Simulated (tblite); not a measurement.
cyclopentanone (C5H8O), singlet, at a GFN2-xTB geometry; GFN1-xTB with ALPB(water) (tblite).

Here is a job for tblite.
```
$ tblite run mol.xyz --method gfn1 --charge 0 --spin 0 --alpb water --json tblite.json --no-restart

# file mol.xyz
14

O      0.87537310     1.89876563    -0.35725549
C      0.37959572     0.82337841    -0.15491983
C      1.12822729    -0.48061669     0.02883662
C      0.06033799    -1.56791212    -0.04754620
C     -1.19163010    -0.88596563     0.50924683
C     -1.10303578     0.53525941    -0.03911772
H      1.92578836    -0.58504964    -0.70535867
H      1.59131385    -0.45285207     1.01834905
H      0.33028268    -2.46089812     0.51376258
H     -0.10497291    -1.85408406    -1.08762352
H     -1.14947978    -0.86694046     1.59958820
H     -2.10743946    -1.39392016     0.21152703
H     -1.52542668     0.59576747    -1.04523879
H     -1.60402156     1.28299175     0.57403985
```

Q: What does tblite print? Leave out banner, timings and long lists.

A: 
```
xTB calculator
 | screened Coulomb repulsion
 | Coulomb electrostatics
 |  * isotropic Klopman-Ohno-Mataga-Nishimoto electrostatics
 |  * onsite third-order electrostatics
 | DFT-D3(BJ) dispersion correction
 | Interactions (3)
 | [1] alpb/gbsa reaction field model
 | [2] cds contribution to solvation
 | [3] empirical free energy shift and standard state/solvent correction

halogen bonding energy    0.0000000000000E+00 Eh
repulsion energy          2.3962689530474E-01 Eh
dispersion energy        -4.9990307726531E-03 Eh
interaction energy        3.4378781147365E-03 Eh
number of electrons       3.4000000000000E+01 e
integral cutoff           1.9731147476801E+01 bohr

------------------------------------------------------------
  cycle        total energy    energy error   density error
------------------------------------------------------------
      1     -19.41902836909  -1.9657094E+01   6.3085900E-01
      2     -19.59676905840  -1.7774069E-01   3.5709281E-01
      3     -19.59913451101  -2.3654526E-03   1.1764649E-01
      4     -19.59964719575  -5.1268474E-04   1.0155901E-02
      5     -19.59982005830  -1.7286255E-04   2.7381551E-03
      6     -19.59982953258  -9.4742769E-06   1.8869611E-03
      7     -19.59983940827  -9.8756936E-06   2.0010803E-04
      8     -19.59983950016  -9.1893895E-08   5.5150726E-05
      9     -19.59983950665  -6.4881753E-09   1.5924018E-05
------------------------------------------------------------

electronic energy        -1.9837905249298E+01 Eh
total energy             -1.9599839506651E+01 Eh

Post processing:
 | Mayer-Wiberg bond orders

[Info] JSON dump of results written to 'tblite.json'
```
